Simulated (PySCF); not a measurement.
SMILES [SiH3][NH2+][SiH3] (charge +1), CAM-B3LYP/def2-SVP optimised geometry.

```
11

Si     0.67     0.20     0.00
N      0.21    -0.49     1.70
Si    -1.63    -0.65     2.13
H      2.14     0.20     0.00
H      0.05    -0.75    -0.94
H      0.05     1.54     0.00
H      0.66     0.09     2.42
H      0.65    -1.41     1.80
H     -2.14    -1.54     1.08
H     -2.12     0.74     2.04
H     -1.63    -1.22     3.49
```

Density from CAM-B3LYP/def2-TZVP (PySCF 2.14.0) at that geometry.

Minimum of the electron density along straight lines between bonded atoms, close to the bond critical point (lines longer than 1.1 times the sum of covalent radii, or with two minima, are not listed):

```
bond     length / Å  ρ at the minimum / e bohr⁻³  ∇²ρ there / e bohr⁻⁵  position (fraction from the first atom)
-------  ----------  ---------------------------  --------------------  ---------------------------------------
Si1–N2        1.891                        0.095                  0.28                                     0.39
N2–Si3        1.891                        0.095                  0.28                                     0.61
Si1–H4        1.475                        0.129                  0.13                                     0.49
Si1–H5        1.475                        0.129                  0.13                                     0.49
Si1–H6        1.475                        0.129                  0.13                                     0.49
N2–H7         1.030                        0.321                 -1.60                                     0.75
N2–H8         1.030                        0.321                 -1.60                                     0.75
Si3–H9        1.475                        0.129                  0.13                                     0.49
Si3–H10       1.475                        0.129                  0.13                                     0.49
Si3–H11       1.475                        0.129                  0.13                                     0.49
```
